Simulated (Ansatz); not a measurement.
Compare A (`[CH2][N](C)[InH2]`•) with its isomer B (`C[CH2][In][NH2]`•).

Program: Ansatz. Geometries: PBE0-D4/def2-TZVP. ΔE: electronic, gas phase. CCSD(T)/CBS is the MP2 limit (def2-TZVPP, def2-QZVPP) plus CCSD(T) − MP2 in def2-TZVPP, frozen cores. Functionals use def2-TZVPP. B3LYP here is the variant with VWN-RPA as its local correlation; programs differ in this. Open shells (•) are unrestricted, without spin–orbit coupling. Elements past krypton have def2 core potentials. For In outer-core shells are correlated without core-valence functions, which leaves a few kJ/mol of doubt a bond. Each species was taken in one conformer, which may not be the lowest.

A:

```xyz
11

C    -0.667    0.008   -1.291
N     0.005    0.044   -0.224
C     0.492    1.309    0.275
In    0.586   -1.940    0.951
H    -1.035   -0.950   -1.650
H    -0.891    0.910   -1.867
H     0.113    1.456    1.289
H     1.581    1.270    0.340
H     0.192    2.150   -0.358
H    -0.513   -2.934    0.001
H     0.139   -1.323    2.533
```

B:

Z-matrix (Å, degrees):
```
C
C 1 1.517
H 1 1.093 2 112.0
H 1 1.097 2 111.3 3 119.6
H 1 1.093 2 112.0 3 -120.6
In 2 2.229 1 110.6 3 61.7
H 2 1.091 1 112.8 3 -57.8
H 2 1.092 1 112.6 3 179.8
N 6 2.049 2 111.7 1 9.2
H 9 1.009 6 121.8 2 -171.0
H 9 1.011 6 121.2 2 -24.1
```

Problem. Which isomer does CCSD(T)/CBS put lower? Give the gap. (Best estimate.)

Solution. Computed: B, by 143.3 kJ/mol.

Problem. Give E(B) − E(A) in kJ/mol with CCSD(T)/def2-TZVPP, CCSD/def2-TZVPP, B2PLYP, B3LYP, B3LYP-D4, PBE0-D4, HF/def2-TZVPP. (An estimate is asked.)

Solution. The calculation gave: CCSD(T)/def2-TZVPP -131.7, CCSD/def2-TZVPP -131.1, B2PLYP -138.7, B3LYP -133.4, B3LYP-D4 -132.9, PBE0-D4 -141.5, HF/def2-TZVPP -104.3. None reverses the order clearly.

Largest T1 diagnostic: 0.018.

In def2-TZVPP, CCSD(T) changes the Hartree–Fock value by −27.5 kJ/mol (the triples alone add −0.6 kJ/mol) and MP2 by −50.4 kJ/mol.
